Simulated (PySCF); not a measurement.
**Exercise with solution: oscillator strength and radiative lifetime**

H7InOSi2, SMILES [OH][In]([SiH3])[SiH3].

Coordinates come from a PBE0-D3(BJ)/def2-SVP optimisation. The structure was generated by enumeration; whether it is a known compound was not checked. The def2 effective core potentials stand for the cores of In; spin–orbit coupling is left out. Other conformers were not sampled.

TDDFT-ωB97X/def2-SVPD in PySCF puts the first singlet state with f over 0.02 at 5.46 eV (vertical), with the transition dipole (-0.251, 0.166, 0.283) in atomic units.

**Question.** Find the oscillator strength, the wavelength and the radiative lifetime that this transition would have in vacuum if emission retraced absorption.

**Answer.** 
|μ|² = 0.1706 au, so |μ| = 1.05 D. ΔE = 5.46/27.211 = 0.2007 hartree. f = (2/3) ΔE |μ|² = 0.023 (the program prints 0.023).
λ = 1239.84/5.46 = 227 nm; ν = 44038 cm⁻¹.
Einstein's coefficient A = 0.6670 ν² f s⁻¹ (ν in cm⁻¹) = 3.0e7 s⁻¹, so τ = 1/A = 34 ns. This state is S2; the lower singlet has f = 0.000. The figure is the radiative limit of this one transition; relaxation, internal conversion, crossing to triplets and a medium change what is measured.
